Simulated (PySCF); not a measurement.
## Excitation energy of Rh⁺ by level of theory

Rh⁺ [Kr] 4d8 (3F) → Rh⁺ [Kr] 4d7 5s1 (5F), as a difference of total energies. Computed with PySCF 2.14 in x2c-TZVPPall (8s6p6d2f1g, 79 functions), with scalar relativity by spin-free X2C-1e. Correlated levels: valence and next inner shell: [Ar] 3d10 frozen. The calculations carry no spin-orbit coupling.

Q: Order these methods by the excitation energy they give, lowest first.
A. CCSD(T) (valence and next inner shell)
B. UHF
C. SCS-MP2 (valence and next inner shell)
D. MP2 (valence and next inner shell)

A: B (10693 cm⁻¹), A (15632 cm⁻¹), D (16676 cm⁻¹), C (17925 cm⁻¹).

Errors of the correlated levels include the incompleteness of this basis and the frozen core.

The basis was made for the ground configuration and has no added diffuse functions, so the excitation energy can come out too high.

For comparison: 17145 cm⁻¹ (measured; NIST levels, between the centres of gravity of the two terms).
